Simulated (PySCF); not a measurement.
OSr, singlet, geometry from GFN2-xTB (such geometries of metal compounds can be far from the true shape) (core potentials on Sr). Base run: PBE/def2-TZVP (PySCF).

PySCF was given this input:
```python
from pyscf import gto, scf, dft, solvent

mol = gto.M(
    atom='''
Sr   -0.000000   -0.000000   -0.347963
O     0.000000    0.000000    1.652826
''',
    basis='def2-tzvp',
    ecp={'Sr': 'def2-tzvp'},
    charge=0,
    spin=0,
    verbose=4,
)

mf = dft.RKS(mol)
mf.xc = 'pbe'
mf.kernel()
```

Base: dipole (D) 8.04; HOMO-LUMO gap (eV) 1.23.

A changed run: ΔE vs base (kcal/mol) -15.88; dipole (D) 10.68; HOMO-LUMO gap (eV) 1.73.

Task: Which change was made?
(A) model = IEF-PCM; solvent = tetrahydrofuran
(B) model = IEF-PCM; solvent = toluene; vdw_scale = 1.4
(C) model = IEF-PCM; solvent = toluene; vdw_scale = 1.1
(D) model = ddCOSMO; solvent = toluene
(E) model = IEF-PCM; solvent = toluene; lebedev_order = 11

Result: C, model = IEF-PCM; solvent = toluene; vdw_scale = 1.1

The base is the gas phase, so ΔE is the electrostatic part of solvation at a fixed geometry, without cavity and dispersion terms.
